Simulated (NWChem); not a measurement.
System: BF$_{2}$, doublet; SMILES [B](F)F

Here is an NWChem input.

```
start job
memory heap 200 mb stack 900 mb global 1100 mb
geometry units angstroms noautoz
  F      1.136628     0.000000    -0.131689
  B      0.000000     0.000000     0.512857
  F     -1.136628     0.000000    -0.131689
end
basis spherical
  * library def2-tzvp
end
dft
  odft
  mult 2
  xc slater pw91lda
  iterations 150
  mulliken
end
task dft energy
```

In the optimisation the excess spin sits in a1 (C2v, its own frame). Coordinates come from a PBE0/def2-SVP, spin-unrestricted optimisation. No stability test was run on the SCF state.

Predict the main results of this run. (LDA (Slater exchange, PW92)/def2-TZVP, spin-unrestricted.) Quantities: energy (Ha); highest occupied level (eV); lowest empty minus highest occupied level, either spin (eV); dipole (D); <S²>.


```json
{
 "energy (Ha)": "-223.12",
 "highest occupied level (eV)": "-5.77",
 "lowest empty minus highest occupied level, either spin (eV)": "1.96",
 "dipole (D)": "0.15",
 "<S²>": "0.751"
}
```
